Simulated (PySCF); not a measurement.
PBE beside CCSD(T) along group 14: bonds to Cs

PBE and CCSD(T) in PySCF with def2-SVP on every atom (core potentials on Sn, Cs, Pb), for the lowest determinant that a PBE0 search found; no spin–orbit coupling.

```tsv
molecule	state (unpaired electrons)	PBE Re (Å)	PBE ωe (cm⁻¹)	PBE De (eV)	CCSD(T) Re (Å)	CCSD(T) ωe (cm⁻¹)	CCSD(T) De (eV)
CsSi	quartet (σ ↑, π ↑↑)	3.358	158	1.69	3.396	166	1.32
CsGe	quartet (σ ↑, π ↑↑)	3.398	107	1.59	3.443	113	1.37
CsSn	quartet (σ ↑, π ↑↑)	3.595	84.8	1.41	?	?	?
CsPb	quartet (σ ↑, π ↑↑)	3.644	71.8	1.30	3.690	75.7	1.16
```

Q: Estimate the CCSD(T) values of CsSn by adding the mean shift from PBE to CCSD(T) of the other rows, and compare with the calculation.

A: The mean shifts are +4.3 pm, +6 cm⁻¹ and -0.24 eV, which give 3.638 Å, 90.8 cm⁻¹ and 1.17 eV. CCSD(T)/def2-SVP gives Re = 3.644 Å, ωe = 89.5 cm⁻¹, De = 1.25 eV.

Q: What are the mean differences of PBE from CCSD(T) over the whole series?

A: Re -4.4 pm, ωe -6 cm⁻¹, De +0.22 eV.

In a basis of this size CCSD(T) is itself not converged; it tends to give bonds that are too long and too weak.

Correlated steps freeze the inner cores (4 to 9 orbitals); shallow outer-core shells are correlated. Correlated levels converge slowly with the basis: in double zeta they bind strong bonds too weakly, by up to about 1 eV, and carry superposition errors of some tenths. These are scalar-relativistic numbers at best; spin–orbit coupling would shift them, the dissociation energy most. States were picked by a PBE0 search and need not be the measured ground states.
